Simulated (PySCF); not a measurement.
Isomers of C6H13OP, mass 132.070 u with the commonest isotopes. The calculation used PBE0-D3(BJ)/def2-SVP geometry optimisation, gas phase (PySCF 2.14.0). One conformer each, none proved a minimum here; rigid rotors.

Question: Order these by dipole moment, largest first.
A. `[CH3:1][CH2:2][C@@H:3]1[C@H:4]([CH3:5])[P@@:6]1([CH3:7])=[O:8]` with C1–C2–C3–C4 162°
B. `[CH3:1][CH2:2][CH2:3][P@@:4]1(=[O:5])[CH2:6][C@H:7]1[CH3:8]` with C1–C2–C3–P4 63°, C2–C3–P4–O5 46°
C. `[CH2:1]=[CH:2][P@:3]([CH3:4])(=[O:5])[CH2:6][CH2:7][CH3:8]` with C1–C2–P3–C4 127°, C2–P3–C6–C7 175°, P3–C6–C7–C8 -172°

Answer: A (4.27 D), B (3.93 D), C (3.69 D).

Question: Order these by rotational constant C, largest first.
A. `[CH3:1][CH2:2][C@@H:3]1[C@H:4]([CH3:5])[P@@:6]1([CH3:7])=[O:8]` with C1–C2–C3–C4 162°
B. `[CH2:1]=[CH:2][P@:3]([CH3:4])(=[O:5])[CH2:6][CH2:7][CH3:8]` with C1–C2–P3–C4 127°, C2–P3–C6–C7 175°, P3–C6–C7–C8 -172°
C. `[CH3:1][CH2:2][CH2:3][P@@:4]1(=[O:5])[CH2:6][C@H:7]1[CH3:8]` with C1–C2–C3–P4 63°, C2–C3–P4–O5 46°

Answer: A (1109 MHz), C (1083 MHz), B (889.7 MHz).

Question: Order these by rotational constant A, smallest first.
A. `[CH3:1][CH2:2][C@@H:3]1[C@H:4]([CH3:5])[P@@:6]1([CH3:7])=[O:8]` with C1–C2–C3–C4 162°
B. `[CH2:1]=[CH:2][P@:3]([CH3:4])(=[O:5])[CH2:6][CH2:7][CH3:8]` with C1–C2–P3–C4 127°, C2–P3–C6–C7 175°, P3–C6–C7–C8 -172°
C. `[CH3:1][CH2:2][CH2:3][P@@:4]1(=[O:5])[CH2:6][C@H:7]1[CH3:8]` with C1–C2–C3–P4 63°, C2–C3–P4–O5 46°

Answer: A (1937 MHz), C (2196 MHz), B (2817 MHz).

```tsv
SMILES	point group	Ia (u·Å²)	Ib (u·Å²)	Ic (u·Å²)	κ	μa (D)	μb (D)	μc (D)
CC[C@@H]1[C@H](C)[P@@]1(C)=O	C1	260.93	357.68	455.82	-0.27	2.85	2.32	2.18
C=C[P@](C)(=O)CCC	C1	179.43	528.22	568.06	-0.93	0.41	0.04	3.67
CCC[P@@]1(=O)C[C@H]1C	C1	230.11	360.65	466.71	-0.43	0.46	3.19	2.25
```
